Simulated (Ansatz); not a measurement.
Se, charge +1, quartet; WB97X/def2-SVPD run with Ansatz (a quantum-chemistry and plane-wave program).

Input for Ansatz:
Ansatz 0.2 input:
```yaml
crystal:
  periodic: [false, false, false]
  atoms:
    - {symbol: Se, position_ang: [0.00000000, 0.00000000, 0.00000000]}
basis:
  gaussian:
    orbitals: def2-SVPD
hamiltonian:
  xc: {name: wB97X}
total_charge: 1
magnetization: {spin_polarized: true, initial_magnetization: 3}
```

Output, abridged:

```
Functional definition: wB97X
274 factors; integrals over basis functions are off by at most 5.2e-5 eV
77 factors; integrals over basis functions are off by at most 5.6e-5 eV
mean field evaluation 1: about -65330.8528 eV, gradient 4.9e0 eV
mean field evaluation 2: about -65330.9011 eV, gradient 3.5e0 eV
mean field evaluation 4: about -65330.9168 eV, gradient 1.6e-1 eV
mean field evaluation 8: about -65330.9183 eV, gradient 4.2e-3 eV
mean field -65330.91829173 eV, -2400.8669643342 hartree, gradient 2.3e-5 eV, S^2 3.750439; 0 other end points of the search recorded, 0 dependent functions left out
reference -65330.91828960 eV, -2400.8669642560 hartree; 18, 15 occupied and 23, 26 virtual orbitals, 274 factors
Total energy: -65330.91828960 eV, -2400.8669642560 hartree
```
